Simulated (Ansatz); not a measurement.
Input for Ansatz (an electronic-structure program): U-B3LYP-D3(BJ)/def2-TZVP on BN (SMILES B#N), 2S+1 = 3.

Ansatz 0.2 input:
```yaml
crystal:
  periodic: [false, false, false]
  atoms:
    - {symbol: B, position_ang: [0.63423405, 0.00000000, 0.00000000]}
    - {symbol: N, position_ang: [-0.63423405, 0.00000000, 0.00000000]}
basis:
  gaussian:
    orbitals: def2-TZVP
hamiltonian:
  xc: b3lyp
  dispersion: d3bj
magnetization: {spin_polarized: true, initial_magnetization: 2}
relax: {f_tol: 0.003, max_steps: 120}
```

Program output:

```
Functional definition: B3LYP
[...]
integrals: 0.01 GiB planned
324 factors; their error is unknown
mean field: 0.13 GiB planned
mean field evaluation 1: about -2157.1100 eV, gradient 3.3e1 eV
mean field evaluation 2: about -2127.8759 eV, gradient 7.5e1 eV
mean field evaluation 4: about -2161.7104 eV, gradient 1.8e0 eV
mean field evaluation 8: about -2161.7292 eV, gradient 6.5e-2 eV
mean field evaluation 16: about -2161.7320 eV, gradient 4.0e-5 eV
mean field -2161.73197426 eV, -79.4421847795 hartree, gradient 4.0e-5 eV, S^2 2.003277; 1 other end points of the search recorded, 0 dependent functions left out
the calculation of the forces begins
reference -2161.73214570 eV, -79.4421910799 hartree; 7, 5 occupied and 55, 57 virtual orbitals, 324 factors
relax step   1: F+E_penalty+E_count = -2161.76254279 eV  Δ(F+E_penalty+E_count) = +0.000e0 eV  max|allowed force component| = 3.216e0 eV/Å  Δτ_max = 0.0000 Å  (44 SCF iters, accepted)
these checks for a lower state are left out or cut short: starts, cluster_reference, orbital_swaps, neighbouring_geometries, increment
integrals: 0.01 GiB planned
324 factors; their error is unknown
mean field: 0.13 GiB planned
mean field -2161.80284376 eV, -79.4447891855 hartree, gradient 1.7e-5 eV, S^2 2.003367; 0 other end points of the search recorded, 0 dependent functions left out
the calculation of the forces begins
reference -2161.80301519 eV, -79.4447954855 hartree; 7, 5 occupied and 55, 57 virtual orbitals, 324 factors
relax step   2: F+E_penalty+E_count = -2161.83340565 eV  Δ(F+E_penalty+E_count) = -7.086e-2 eV  max|allowed force component| = 7.467e-1 eV/Å  Δτ_max = 0.0183 Å  (38 SCF iters, accepted)
these checks for a lower state are left out or cut short: starts, cluster_reference, orbital_swaps, neighbouring_geometries, increment
integrals: 0.01 GiB planned
324 factors; their error is unknown
mean field: 0.13 GiB planned
mean field evaluation 32: about -2161.8075 eV, gradient 9.3e-2 eV
mean field -2161.80755340 eV, -79.4449622617 hartree, gradient 1.5e-5 eV, S^2 2.003401; 0 other end points of the search recorded, 0 dependent functions left out
the calculation of the forces begins
reference -2161.80772484 eV, -79.4449685621 hartree; 7, 5 occupied and 55, 57 virtual orbitals, 324 factors
relax step   3: F+E_penalty+E_count = -2161.83811300 eV  Δ(F+E_penalty+E_count) = -4.707e-3 eV  max|allowed force component| = 7.183e-2 eV/Å  Δτ_max = 0.0058 Å  (38 SCF iters, accepted)
these checks for a lower state are left out or cut short: starts, cluster_reference, orbital_swaps, neighbouring_geometries, increment
integrals: 0.01 GiB planned
324 factors; their error is unknown
mean field: 0.13 GiB planned
mean field -2161.80759986 eV, -79.4449639689 hartree, gradient 1.9e-5 eV, S^2 2.003405; 0 other end points of the search recorded, 0 dependent functions left out
the calculation of the forces begins
reference -2161.80777130 eV, -79.4449702693 hartree; 7, 5 occupied and 55, 57 virtual orbitals, 324 factors
relax step   4: F+E_penalty+E_count = -2161.83815920 eV  Δ(F+E_penalty+E_count) = -4.620e-5 eV  max|allowed force component| = 7.148e-5 eV/Å  Δτ_max = 0.0006 Å  (30 SCF iters, accepted)
integrals: 0.01 GiB planned
324 factors; their error is unknown
mean field: 0.13 GiB planned
mean field evaluation 64: about -2161.6084 eV, gradient 1.8e0 eV
mean field -2161.80759986 eV, -79.4449639689 hartree, gradient 2.0e-5 eV, S^2 2.003405; 2 other end points of the search recorded, 0 dependent functions left out
the calculation of the forces begins
reference -2161.80777130 eV, -79.4449702693 hartree; 7, 5 occupied and 55, 57 virtual orbitals, 324 factors
Total energy: -2161.83833064 eV, -79.4460933043 hartree
Atom 0 at     0.658989     0.000000     0.000000 Å, force    -0.000071     0.000000    -0.000000 eV/Å
Atom 1 at    -0.658989    -0.000000    -0.000000 Å, force     0.000071    -0.000000     0.000000 eV/Å
Dipole moment:     0.435179    -0.000000     0.000000 e Å
```

The run converged.

Cost: around 6 core-seconds (rough).
